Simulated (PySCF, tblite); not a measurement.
C3H11NO2Si2.
Z-matrix (Å and degrees, GFN2-xTB geometry), rows numbered from 1:
```
C 
O   1  1.3939
Si  2  1.6215  1  128.08
O   3  1.6165  2  107.68  1  -173.49
C   4  1.3465  3  134.13  2   -66.42
C   5  1.3251  4  127.07  3     4.28
Si  6  1.8794  5  124.12  4  -179.65
N   7  1.7256  6  115.93  5     5.08
H   1  1.0928  2  111.01  3   -58.32
H   1  1.0930  2  110.68  3    62.11
H   1  1.0907  2  108.06  3  -178.17
H   3  1.4568  2  112.87  1   -63.75
H   3  1.4652  2  109.91  1    63.47
H   5  1.0855  4  111.03  3  -175.44
H   6  1.0818  5  116.75  4     0.76
H   7  1.4658  6  109.84  5  -113.31
H   7  1.4659  6  109.10  5   123.08
H   8  1.0072  7  118.51  6   -66.96
H   8  1.0073  7  118.59  6    69.70
```

Theory: PBE0/pcSseg-1 in PySCF (dipole) on a GFN2-xTB geometry, gas phase.

Take the most abundant isotopes and a rigid rotor. The values belong to one conformer with, in the numbering `[CH3:1][O:2][SiH2:3][O:4]/[CH:5]=[CH:6]/[SiH2:7][NH2:8]`, C1–O2–Si3–O4 -173°, O2–Si3–O4–C5 -66°, Si3–O4–C5–C6 4°, C5–C6–Si7–N8 5°, C6–Si7–N8–H -67° and 70°.

Give the principal moments of inertia and the rotational constants in GHz.

Ia = 149.61, Ib = 977.82, Ic = 1078.40 u·Å²; 505379 MHz·u·Å²/I gives 3378, 516.8 and 468.6 MHz, that is A = 3.3780, B = 0.5168, C = 0.4686 GHz.

Classify the top.

A near-prolate asymmetric top. Ray's parameter κ = (2B − A − C)/(A − C) = -0.967; −1 is the prolate and +1 the oblate limit.

Is it planar, by Δ = Ic − Ia − Ib?

Not planar: Δ = Ic − Ia − Ib = -49.03 u·Å². For a rigid frame Δ = −2 Σ m c², so Σ m c² = 24.51 u·Å² lies off the ab plane: 11.09 from hydrogen and 13.42 from heavier atoms. The atom farthest from that plane is 1.83 Å away.

Give the coordinates in the principal-axis frame, origin at the centre of mass.

The sense of each axis is arbitrary; atoms in the order of the calculation.
```csv
atom,mass (u),a (Å),b (Å),c (Å)
C1,12.000,-3.610,1.419,0.254
O2,15.995,-2.454,0.651,0.374
Si3,27.977,-2.088,-0.732,-0.390
O4,15.995,-0.708,-1.291,0.241
C5,12.000,0.566,-0.856,0.241
C6,12.000,1.022,0.281,-0.266
Si7,27.977,2.827,0.802,-0.228
N8,14.003,3.936,-0.361,0.401
H9,1.008,-3.763,1.739,-0.780
H10,1.008,-4.487,0.850,0.573
H11,1.008,-3.500,2.298,0.890
H12,1.008,-2.991,-1.823,-0.047
H13,1.008,-1.994,-0.496,-1.833
H14,1.008,1.223,-1.574,0.721
H15,1.008,0.293,0.939,-0.719
H16,1.008,2.988,1.975,0.637
H17,1.008,3.283,1.053,-1.598
H18,1.008,3.879,-0.600,1.378
H19,1.008,4.120,-1.192,-0.138
```

List the rotational levels J(Ka,Kc) to J = 4 (K).

Above 0(0,0), as E/k:
J = 1: 1(0,1) 0.047, 1(1,1) 0.185, 1(1,0) 0.187
J = 2: 2(0,2) 0.142, 2(1,2) 0.277, 2(1,1) 0.284, 2(2,1) 0.696, 2(2,0) 0.696
J = 3: 3(0,3) 0.284, 3(1,3) 0.415, 3(1,2) 0.429, 3(2,2) 0.838, 3(2,1) 0.838, 3(3,1) 1.530, 3(3,0) 1.530
J = 4: 4(0,4) 0.473, 4(1,4) 0.600, 4(1,3) 0.623, 4(2,3) 1.027, 4(2,2) 1.027, 4(3,2) 1.719, 4(3,1) 1.719, 4(4,1) 2.689, 4(4,0) 2.689

Predict some low-J microwave lines.

The dipole components are |μa| = 1.91 D, |μb| = 0.40 D, |μc| = 0.24 D. The squared components, which scale the intensities, stand as 1.00 : 0.04 : 0.02 (a : b : c). Some lines, for components of 0.1 D or more:

```tsv
type	branch	J(Ka,Kc)	MHz	lower level (cm⁻¹)
a	R	2(1,2) ← 1(1,1)	1923	0.128
a	R	2(0,2) ← 1(0,1)	1970	0.033
a	R	2(1,1) ← 1(1,0)	2019	0.130
c	Q	1(1,1) ← 1(0,1)	2861	0.033
b	Q	1(1,0) ← 1(0,1)	2909	0.033
b	Q	2(1,1) ← 2(0,2)	2958	0.099
b	R	1(1,1) ← 0(0,0)	3847	0.000
b	R	2(1,2) ← 1(0,1)	4784	0.033
c	R	2(1,1) ← 1(0,1)	4929	0.033
c	Q	2(2,1) ← 2(1,1)	8584	0.197
b	Q	2(2,1) ← 2(1,2)	8728	0.192
b	R	2(2,1) ← 1(1,0)	10603	0.130
c	R	2(2,0) ← 1(1,0)	10603	0.130
c	R	2(2,1) ← 1(1,1)	10651	0.128
```

Estimate the classical rotational partition function at 100 K, 298.15 K and 500 K.

Point group C1, symmetry number σ = 1; q = (√π/σ)·√((kT/h)³/(ABC)), k/h = 20836.6 MHz/K: 186000 at 100 K, 959000 at 298.15 K, 2080000 at 500 K.

Its GFN2-xTB frequencies are all real (lowest 26 cm⁻¹). Constants of a rigid frame at the computed geometry: no zero-point averaging, no centrifugal distortion. A rigid rotor knows nothing of inversion at nitrogen or internal rotation, which can split or shift real lines. Quadrupole hyperfine structure (14N) is left out.
